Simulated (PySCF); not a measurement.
Static response to an electric field

Species: CH8NPSi.
Geometry (PBE0-D3(BJ)/def2-SVP, Å), atoms numbered from 1 in this order:
```
atom  x, y, z in Å
C1    -1.9422    0.3562   -0.3179
N2    -0.6841    0.0276    0.3075
Si3    0.7494   -0.4291   -0.5433
P4     2.4272   -0.2780    0.9670
H5    -1.7610    0.8175   -1.3019
H6    -2.6050   -0.5152   -0.4858
H7    -2.5057    1.0927    0.2794
H8    -0.7651   -0.2727    1.2731
H9     0.8754    0.4810   -1.7246
H10    0.8006   -1.8374   -1.0709
H11    2.6810    1.1064    0.7236
H12    3.4255   -0.7312    0.0502
```

Level: CAM-B3LYP/def2-SVPD (PySCF), static field, nuclei fixed, core orbitals frozen in the response. The polarisability tensor in these axes (au):

```
x   91.62 -2.68  8.83
y   -2.68 67.53  1.30
z    8.83  1.30 74.55
```

Problem. Diagonalise the tensor; give its mean and Δα, where Δα² is half the sum of the squared differences of the eigenvalues.

Solution. Principal values 66.28, 71.91 and 95.50 au; mean 77.90 au = 11.54 Å³ = 12.84 × 10⁻⁴⁰ C²·m²/J; Δα = 26.86 au (34 % of the mean).

Problem. What is the dipole moment, and where does it point?

Solution. (-1.06, 0.20, -0.16) D, 1.09 D in size, pointing from the negative to the positive side. Measured along this direction, the outermost atoms are H12 at the negative end and H7 and H6 at the positive end.

Problem. Rayleigh depolarisation ratio (linearly polarised light, static tensor)?

Solution. ρ = 3Δα²/(45ᾱ² + 4Δα²) = 2163.7/(273070 + 2884.9) = 0.00784.

Problem. Directions of the eigenvectors, and the extent of the frame along each?

Solution. Largest value along (0.92, -0.07, 0.38), where the nuclei span 5.77 Å; middle along (-0.32, 0.44, 0.84), 3.47 Å; least along (0.23, 0.89, -0.38), 2.37 Å. The response follows the extents in order.

Problem. What molar refraction does this α imply?

Solution. Lorentz–Lorenz: R = (4π/3)N_A α = 2.5225 cm³/(mol·Å³) × 11.54 Å³ = 29.1 cm³/mol, in the limit of long wavelengths.

Problem. Form Σ f/ω² (atomic units) for the 10 lowest TDDFT singlets, given as eV and f, and set it beside the mean polarisability, which is this sum over all singlets: 5.89, 0.0086; 6.38, 0.0126; 6.60, 0.0067; 6.79, 0.0297; 7.00, 0.1956; 7.05, 0.0405; 7.22, 0.0758; 7.23, 0.0571; 7.54, 0.0259; 7.63, 0.0379.

Solution. They add up to 7.27 au, 9.3 % of the 77.90 au; the largest single term is 2.96 au, from the state at 7.00 eV. Terms in order: 0.18, 0.23, 0.11, 0.48, 2.96, 0.60, 1.08, 0.81, 0.34, 0.48 au. Higher excitations give the rest. The strengths listed sum to 0.490.

Geometry: PBE0-D3(BJ)/def2-SVP, one conformer, isolated molecule.
